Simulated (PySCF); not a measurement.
# Computed properties of CdClBr, SMILES [Cl][Cd][Br]

CdClBr, SMILES [Cl][Cd][Br]. Geometry: r2SCAN-D4/def2-TZVP. The def2 effective core potentials stand for the cores of Cd; spin–orbit coupling is left out. One conformer was computed; it need not be the lowest. All values are computed for the isolated molecule unless a solvent is named; none is compared with measurement here.

**Structure.** The optimised structure has C∞v symmetry. All 4 harmonic modes at r2SCAN-D4/def2-TZVP (PySCF) are real, so it is a minimum. With heavy atoms numbered as in [Cd:1]([Cl:2])[Br:3], the shortest bond between them is Cd1–Cl2 at 2.268 Å and the longest Cd1–Br3 at 2.394 Å.

**Vibrations.** The strongest infrared lines (harmonic, unscaled, degenerate partners summed) lie at 392 cm⁻¹ (52 km/mol, Cl 60 %, Cd 36 %), 77 cm⁻¹ (16 km/mol, Cd 46 %, Cl 39 %, Br 15 %), 244 cm⁻¹ (3 km/mol, Br 61 %, Cl 24 %, Cd 15 %). The softest mode is at 77 cm⁻¹ and the zero-point energy is 1.1 kcal/mol.

**Electronic structure.** M06-2X/def2-TZVPD (PySCF) places the frontier levels at -9.78 and -1.54 eV, a gap of 8.24 eV, and gives a dipole moment of 0.34 D and a mean polarisability of 65.0 bohr³.

**Excitations.** TDA-ωB97X/def2-SVPD (PySCF) has S1 at 5.43 eV (228 nm, f = 0.017, weak); the most intense of the 10 singlets computed lies at 6.93 eV (f = 0.11). Strengths of degenerate partners are summed. T1 (TDA) is at 5.08 eV, 0.35 eV under S1. No vertical singlet excitation falls in the visible range (under 3.1 eV).
